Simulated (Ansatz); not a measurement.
Ansatz (a program for electronic structure) job for CrO3, SMILES [O]=[Cr](=[O])=[O], multiplicity 1, PBE0-D3(BJ)/def2-SVP. 

Ansatz 0.2 input:
```yaml
crystal:
  periodic: [false, false, false]
  atoms:
    - {symbol: Cr, position_ang: [0.00000000, 0.00000000, 0.22558407]}
    - {symbol: O, position_ang: [1.29161054, -0.74571169, -0.22558407]}
    - {symbol: O, position_ang: [-1.29161054, -0.74571170, -0.22558407]}
    - {symbol: O, position_ang: [-0.00000000, 1.49142338, -0.22558408]}
basis:
  gaussian:
    orbitals: def2-SVP
hamiltonian:
  xc: pbe0
  dispersion: d3bj
relax: {f_tol: 0.002, max_steps: 200}
```

It prints:

```
Functional definition: PBE0
integrals: 0.03 GiB planned
835 factors; integrals over basis functions are off by at most 1.2e-4 eV
mean field: 0.25 GiB planned
mean field evaluation 1: about -34519.5046 eV, gradient 1.1e2 eV
mean field evaluation 2: about -34154.5919 eV, gradient 3.9e2 eV
mean field evaluation 4: about -34539.0936 eV, gradient 2.4e1 eV
mean field evaluation 8: about -34539.9415 eV, gradient 3.9e0 eV
mean field evaluation 16: about -34540.0234 eV, gradient 1.4e-3 eV
mean field -34540.02339048 eV, -1269.3224475315 hartree, gradient 1.3e-5 eV, S^2 0.000000; 0 other end points of the search recorded, 0 dependent functions left out
the calculation of the forces begins
reference -34540.02345571 eV, -1269.3224499284 hartree; 24, 24 occupied and 49, 49 virtual orbitals, 835 factors
relax step   1: F+E_penalty+E_count = -34540.08302466 eV  Δ(F+E_penalty+E_count) = +0.000e0 eV  max|allowed force component| = 7.626e-1 eV/Å  Δτ_max = 0.0000 Å  (36 SCF iters, accepted)
these checks for a lower state are left out or cut short: starts, cluster_reference, orbital_swaps, neighbouring_geometries, increment
integrals: 0.03 GiB planned
835 factors; integrals over basis functions are off by at most 1.3e-4 eV
mean field: 0.25 GiB planned
mean field -34540.03401874 eV, -1269.3228381129 hartree, gradient 1.8e-5 eV, S^2 0.000000; 0 other end points of the search recorded, 0 dependent functions left out
the calculation of the forces begins
reference -34540.03408359 eV, -1269.3228404959 hartree; 24, 24 occupied and 49, 49 virtual orbitals, 835 factors
relax step   2: F+E_penalty+E_count = -34540.09363912 eV  Δ(F+E_penalty+E_count) = -1.061e-2 eV  max|allowed force component| = 3.882e-1 eV/Å  Δτ_max = 0.0158 Å  (37 SCF iters, accepted)
these checks for a lower state are left out or cut short: starts, cluster_reference, orbital_swaps, neighbouring_geometries, increment
integrals: 0.03 GiB planned
835 factors; integrals over basis functions are off by at most 1.3e-4 eV
mean field: 0.25 GiB planned
mean field evaluation 32: about -34540.0394 eV, gradient 3.1e-1 eV
mean field -34540.03962532 eV, -1269.3230441507 hartree, gradient 7.4e-6 eV, S^2 0.000000; 0 other end points of the search recorded, 0 dependent functions left out
the calculation of the forces begins
reference -34540.03968961 eV, -1269.3230465136 hartree; 24, 24 occupied and 49, 49 virtual orbitals, 835 factors
relax step   3: F+E_penalty+E_count = -34540.09919604 eV  Δ(F+E_penalty+E_count) = -5.557e-3 eV  max|allowed force component| = 5.411e-2 eV/Å  Δτ_max = 0.0247 Å  (38 SCF iters, accepted)
these checks for a lower state are left out or cut short: starts, cluster_reference, orbital_swaps, neighbouring_geometries, increment
integrals: 0.03 GiB planned
835 factors; integrals over basis functions are off by at most 1.3e-4 eV
mean field: 0.25 GiB planned
mean field -34540.03974597 eV, -1269.3230485848 hartree, gradient 2.4e-5 eV, S^2 0.000000; 0 other end points of the search recorded, 0 dependent functions left out
the calculation of the forces begins
reference -34540.03981016 eV, -1269.3230509434 hartree; 24, 24 occupied and 49, 49 virtual orbitals, 835 factors
relax step   4: F+E_penalty+E_count = -34540.09930893 eV  Δ(F+E_penalty+E_count) = -1.129e-4 eV  max|allowed force component| = 1.267e-3 eV/Å  Δτ_max = 0.0043 Å  (38 SCF iters, accepted)
integrals: 0.03 GiB planned
835 factors; integrals over basis functions are off by at most 1.3e-4 eV
mean field: 0.25 GiB planned
mean field evaluation 64: about -34540.0397 eV, gradient 3.0e-4 eV
mean field -34540.03974597 eV, -1269.3230485848 hartree, gradient 2.4e-5 eV, S^2 0.000000; 1 other end points of the search recorded, 0 dependent functions left out
the calculation of the forces begins
reference -34540.03981016 eV, -1269.3230509434 hartree; 24, 24 occupied and 49, 49 virtual orbitals, 835 factors
Total energy: -34540.09937311 eV, -1269.3252398417 hartree
Atom 0 at     0.000003    -0.000001     0.180818 Å, force     0.000001    -0.000001     0.000161 eV/Å
Atom 1 at     1.300350    -0.750757    -0.210661 Å, force    -0.001101     0.000635    -0.000054 eV/Å
Atom 2 at    -1.300347    -0.750749    -0.210662 Å, force     0.001098     0.000632    -0.000054 eV/Å
Atom 3 at    -0.000006     1.501508    -0.210662 Å, force     0.000002    -0.001267    -0.000054 eV/Å
Dipole moment:    -0.000001     0.000000     0.653291 e Å
```

The run converged.
